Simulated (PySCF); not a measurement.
Radial density of Kr⁺ (krypton, charge +1)

UHF, [Ar] 3d10 4s2 4p5, 2P determinant. Calculation: PySCF 2.14, in Sapporo-DKH3-DZP-2012 (6s5p3d1f, 43 functions); the spin-free X2C one-electron Hamiltonian (Gaussian nucleus).

| r (bohr) | 4πr²ρ (e/bohr) | 4πr²(ρα − ρβ) |
| --- | --- | --- |
| 0.000778 | 0.4427 | 0.0000 |
| 0.00131 | 1.077 | 0.0000 |
| 0.00220 | 2.570 | 0.0000 |
| 0.00370 | 5.849 | 0.0000 |
| 0.00623 | 12.57 | 0.0000 |
| 0.0105 | 24.14 | 0.0002 |
| 0.0176 | 38.25 | 0.0014 |
| 0.0297 | 44.82 | 0.0074 |
| 0.0499 | 38.09 | 0.0268 |
| 0.0839 | 42.45 | 0.0550 |
| 0.141 | 52.91 | 0.0264 |
| 0.237 | 31.64 | 0.0116 |
| 0.399 | 36.83 | 0.1357 |
| 0.672 | 21.22 | -0.0064 |
| 1.13 | 5.986 | 0.4775 |
| 1.90 | 3.806 | 0.5722 |
| 3.20 | 0.4920 | 0.0726 |
| 5.38 | 0.006699 | 0.0005 |

Densities and radii are taken from the X2C orbitals without a picture-change correction, which distorts them close to the nucleus.

Q: Where is the radial spin density 4πr²(ρα − ρβ) most negative, and why is it negative at all?

A: Around r = 0.672 bohr, down to -0.0064 e/bohr: exchange with the open shell polarises the paired shells in an unrestricted calculation.
